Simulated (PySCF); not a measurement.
Molecule: `C#Cc1ccco1`, C$_{6}$H$_{4}$O.

Bonds (- single, = double, # triple, : aromatic): C1#C2, C2-C3, C3:C4, C4:C5, C5:C6, C6:O7, O7:C3. C1 carries H8; C4 carries H9; C5 carries H10; C6 carries H11.

Frames of a GFN2-xTB Langevin trajectory at 300 K; GIAO PBE0/pcSseg-1 shieldings in PySCF, gas phase, non-relativistic; equivalent atoms averaged within each frame.

δ = σ(ref) − σ, references computed at the same level: TMS for $^{13}$C (186.93 ppm), $^{1}$H (31.72 ppm); H2O for $^{17}$O (336.08 ppm). The references are static minima.

Q: How do the shifts (ppm) fluctuate along the trajectory?

A: 
| time (fs) | C6 | C3 | C4 | C5 | C1 | C2 | O7 | H9 | H11 | H10 |
| --- | --- | --- | --- | --- | --- | --- | --- | --- | --- | --- |
| optimised geometry | 148.6 | 141.9 | 126.9 | 117.9 | 92.2 | 78.9 | 314.8 | 7.08 | 7.47 | 6.68 |
| 250 | 144.2 | 130.4 | 125.7 | 123.4 | 93.8 | 83.6 | 289.0 | 7.87 | 6.94 | 6.53 |
| 425 | 146.4 | 140.9 | 127.7 | 114.8 | 99.4 | 79.1 | 314.2 | 6.77 | 7.18 | 6.54 |
| 625 | 154.0 | 149.2 | 141.2 | 121.7 | 93.5 | 79.5 | 320.5 | 7.89 | 7.70 | 6.65 |
| 800 | 148.7 | 145.1 | 127.6 | 116.9 | 89.8 | 79.9 | 323.8 | 7.25 | 8.22 | 7.04 |
| 1000 | 148.5 | 141.5 | 129.5 | 121.7 | 98.5 | 82.4 | 313.9 | 7.71 | 7.54 | 7.08 |
| mean of frames | 148.4 | 141.4 | 130.3 | 119.7 | 95.0 | 80.9 | 312.3 | 7.50 | 7.51 | 6.77 |
| standard deviation | 3.6 | 7.0 | 6.2 | 3.7 | 3.9 | 2.0 | 13.7 | 0.48 | 0.49 | 0.27 |

5 frames give an uncertainty of the mean of about the standard deviation over 2.2 at best, since frames this close in time may not be independent; classical motion lacks zero-point vibration, and the reference would need the same averaging.
